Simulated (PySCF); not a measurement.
**Telling isomers of C9H14 apart by NMR**

- shielding tensors at PBE0/pcSseg-1 (GIAO)
- geometry from GFN2-xTB
- run in PySCF 2.14.0 with density-fitted response routines
- gas phase, fast rotation and ring inversion assumed for equivalent nuclei, non-relativistic Hamiltonian, single conformer

Referencing at the same level of theory: ¹H and ¹³C against TMS. Where no couplings were computed, multiplicities follow the n + 1 count of equivalent neighbours, and m marks all less simple cases (inequivalent or close neighbours, rings, F or P nearby). Shifts are as computed. Against solution values, carbons near 30 ppm lie about +3 ppm off and those near 130 ppm about +5 ppm. Of 1211 compounds with measured shifts, 218 miss one by over three times the rms of a fit or turn the order of signals round; such compounds aren't used in these exercises.

(1) Tabulate the signals of `C#C/C(=C/CC)C(C)C`, `C=C(C#CC)C(C)(C)C` and their relative energies.

(2) What is the quickest way to tell C#C/C(=C/CC)C(C)C from C=C(C#CC)C(C)(C)C?

## Answers

(1) 
```tsv
SMILES	carbon types	δC	δH	E rel. (kcal/mol)
C#C/C(=C/CC)C(C)C	2×C 3×CH 1×CH2 3×CH3	149.6, 134.9, 88.7, 85.8, 32.1, 26.9, 23.9, 16.9	6.37 (t, 1H), 2.70 (sept, 1H), 2.49 (s, 1H), 2.28 (m, 2H), 1.18 (d, 6H), 1.05 (t, 3H)	5.1
C=C(C#CC)C(C)(C)C	4×C 1×CH2 4×CH3	150.0, 124.3, 97.5, 87.4, 38.8, 30.7, 5.6	5.65 (br s, 1H), 5.44 (br s, 1H), 2.22 (s, 3H), 1.16 (s, 9H)	0.0
```

Energies are electronic energies at PBE0/pcSseg-1 on these geometries, without zero-point or thermal terms, each for the one conformer computed, which needn't be the lowest.

(2) Count the carbon signals: 8 against 7. The first has an alkene CH at 149.6 ppm, the second a terminal =CH2 carbon at 124.3 ppm. Their most deshielded carbons lie at 149.6 and 150.0 ppm. In the proton spectra the most deshielded non-exchanging signals are 6.37 (t, 1H) and 5.65 (br s, 1H).
